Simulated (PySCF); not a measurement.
Zn(NH2)(GeH3) (GeH5NZn), SMILES [NH2][Zn][GeH3].

Coordinates come from a B3LYP-D3(BJ)/def2-SVP optimisation. The structure was generated by enumeration; whether it is a known compound was not checked. Other conformers were not sampled.

These are B3LYP-D3(BJ)/def2-SVP run with PySCF values and carry that method's errors.

Frequencies are harmonic and unscaled.

A small imaginary wavenumber (i) marks a very flat motion, where grid noise or a shallow saddle decides the sign.

List the normal modes with their intensities. (The exact figures need the calculation; the answer reports its results.)


```json
[
 {"mode": "1", "ν (cm⁻¹)": "21i", "IR (km/mol)": "19.0", "Raman (Å⁴/amu)": "2.1", "depolarisation": "0.75", "moving atoms (share of kinetic energy)": "H 92 %"},
 {"mode": "2", "ν (cm⁻¹)": "104", "IR (km/mol)": "1.2", "Raman (Å⁴/amu)": "0.4", "depolarisation": "0.75", "moving atoms (share of kinetic energy)": "Zn 35 %, N 32 %, H 27 %"},
 {"mode": "3", "ν (cm⁻¹)": "106", "IR (km/mol)": "5.2", "Raman (Å⁴/amu)": "1.2", "depolarisation": "0.64", "moving atoms (share of kinetic energy)": "N 41 %, Zn 38 %, H 15 %"},
 {"mode": "4", "ν (cm⁻¹)": "235", "IR (km/mol)": "2.9", "Raman (Å⁴/amu)": "16.6", "depolarisation": "0.19", "moving atoms (share of kinetic energy)": "Ge 49 %, Zn 35 %, N 13 %"},
 {"mode": "5", "ν (cm⁻¹)": "343", "IR (km/mol)": "160.5", "Raman (Å⁴/amu)": "6.9", "depolarisation": "0.09", "moving atoms (share of kinetic energy)": "H 77 %, N 20 %"},
 {"mode": "6", "ν (cm⁻¹)": "403", "IR (km/mol)": "7.8", "Raman (Å⁴/amu)": "0.7", "depolarisation": "0.73", "moving atoms (share of kinetic energy)": "H 93 %"},
 {"mode": "7", "ν (cm⁻¹)": "415", "IR (km/mol)": "12.9", "Raman (Å⁴/amu)": "0.5", "depolarisation": "0.65", "moving atoms (share of kinetic energy)": "H 92 %"},
 {"mode": "8", "ν (cm⁻¹)": "660", "IR (km/mol)": "79.4", "Raman (Å⁴/amu)": "17.4", "depolarisation": "0.29", "moving atoms (share of kinetic energy)": "N 63 %, Zn 22 %, H 15 %"},
 {"mode": "9", "ν (cm⁻¹)": "683", "IR (km/mol)": "14.5", "Raman (Å⁴/amu)": "2.9", "depolarisation": "0.75", "moving atoms (share of kinetic energy)": "H 87 %, N 12 %"},
 {"mode": "10", "ν (cm⁻¹)": "805", "IR (km/mol)": "210.3", "Raman (Å⁴/amu)": "9.3", "depolarisation": "0.65", "moving atoms (share of kinetic energy)": "H 96 %"},
 {"mode": "11", "ν (cm⁻¹)": "891", "IR (km/mol)": "32.0", "Raman (Å⁴/amu)": "35.6", "depolarisation": "0.75", "moving atoms (share of kinetic energy)": "H 99 %"},
 {"mode": "12", "ν (cm⁻¹)": "894", "IR (km/mol)": "34.7", "Raman (Å⁴/amu)": "35.3", "depolarisation": "0.75", "moving atoms (share of kinetic energy)": "H 99 %"},
 {"mode": "13", "ν (cm⁻¹)": "1531", "IR (km/mol)": "6.6", "Raman (Å⁴/amu)": "4.0", "depolarisation": "0.75", "moving atoms (share of kinetic energy)": "H 91 %, N 9 %"},
 {"mode": "14", "ν (cm⁻¹)": "2090", "IR (km/mol)": "99.2", "Raman (Å⁴/amu)": "307.4", "depolarisation": "0.01", "moving atoms (share of kinetic energy)": "H 99 %"},
 {"mode": "15", "ν (cm⁻¹)": "2095", "IR (km/mol)": "140.4", "Raman (Å⁴/amu)": "166.3", "depolarisation": "0.74", "moving atoms (share of kinetic energy)": "H 98 %"},
 {"mode": "16", "ν (cm⁻¹)": "2096", "IR (km/mol)": "140.9", "Raman (Å⁴/amu)": "161.8", "depolarisation": "0.69", "moving atoms (share of kinetic energy)": "H 98 %"},
 {"mode": "17", "ν (cm⁻¹)": "3518", "IR (km/mol)": "1.2", "Raman (Å⁴/amu)": "268.5", "depolarisation": "0.14", "moving atoms (share of kinetic energy)": "H 96 %"},
 {"mode": "18", "ν (cm⁻¹)": "3603", "IR (km/mol)": "4.2", "Raman (Å⁴/amu)": "130.8", "depolarisation": "0.75", "moving atoms (share of kinetic energy)": "H 92 %, N 8 %"}
]
```
